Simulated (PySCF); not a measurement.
Molecule: SMILES C[Si](C)(C)C(F)(F)Cl, C$_{4}$H$_{9}$ClF$_{2}$Si.

Geometry (Å), atoms numbered from 1 in this order:
```xyz
17

C    -0.108   -0.650   -1.790
Si    0.008   -0.120   -0.001
C    -1.345   -0.869    1.055
C     1.706   -0.398    0.733
C    -0.309    1.790    0.034
F    -0.274    2.277    1.288
F    -1.516    2.107   -0.471
Cl    0.933    2.669   -0.928
H    -1.092   -0.392   -2.211
H     0.026   -1.740   -1.880
H     0.666   -0.157   -2.396
H    -2.341   -0.601    0.671
H    -1.270   -0.512    2.094
H    -1.267   -1.967    1.066
H     1.953   -1.472    0.740
H     2.476    0.128    0.149
H     1.750   -0.031    1.769
```

Geometry PBE0-D3(BJ)/def2-SVP throughout; GIAO in PySCF, gas phase, one conformer, non-relativistic; equivalent atoms averaged; basis pcSseg-1.

For orientation, wB97X-D gives these absolute shieldings σ: C5 42.6, C1/C3/C4 189.0, Si2 342.5, F6/F7 256.9, Cl8 624.1, H9/H10/H11/H12/H13/H14/H15/H16/H17 31.16 ppm.

A run gave: C5 33.4, C1/C3/C4 183.3, Si2 340.1, F6/F7 235.5, Cl8 597.6, H9/H10/H11/H12/H13/H14/H15/H16/H17 31.20 ppm (absolute shieldings σ).

Which functional was used in that run?
A. KT2
B. CAM-B3LYP
C. B97-D
D. LDA
E. BLYP

Answers

C. Cl8 tells them apart best: B97-D gives 597.6, BLYP gives 574.7, LDA gives 566.9, KT2 gives 613.2, CAM-B3LYP gives 613.6 ppm.
